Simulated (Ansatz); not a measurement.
Compare A (`OC(S)S[SiH3]`) with its isomer B (`SCO[SiH2]S`).

Gas-phase electronic energies from Ansatz, PBE0-D4/def2-TZVP geometries. CBS: MP2 limit from def2 TZ/QZ plus the TZ coupled-cluster correction, frozen cores. Functionals use def2-TZVPP. B3LYP here is the variant with VWN-RPA as its local correlation; programs differ in this. One conformer a species, not always the lowest.

Which isomer does CCSD(T)/CBS put lower? Give the gap. (Estimate.)

Computed: B, by 34.4 kcal/mol.

Give E(B) − E(A) in kcal/mol with HF/def2-TZVPP, B2PLYP, B3LYP-D4, B3LYP, r2SCAN-D4, PBE0-D4, CCSD(T)/def2-TZVPP. (An estimate is asked.)

The calculation gave: HF/def2-TZVPP -39.1, B2PLYP -35.4, B3LYP-D4 -35.1, B3LYP -35.2, r2SCAN-D4 -34.0, PBE0-D4 -32.9, CCSD(T)/def2-TZVPP -34.8. None reverses the order clearly.

Largest T1 diagnostic: 0.012.

In def2-TZVPP, CCSD(T) changes the Hartree–Fock value by +4.3 kcal/mol (the triples alone add +1.1 kcal/mol) and MP2 by +4.3 kcal/mol. From PBE to PBE0 (25 % exact exchange), in def2-TZVPP and without D4, E(B) − E(A) moves by −1.7 kcal/mol.
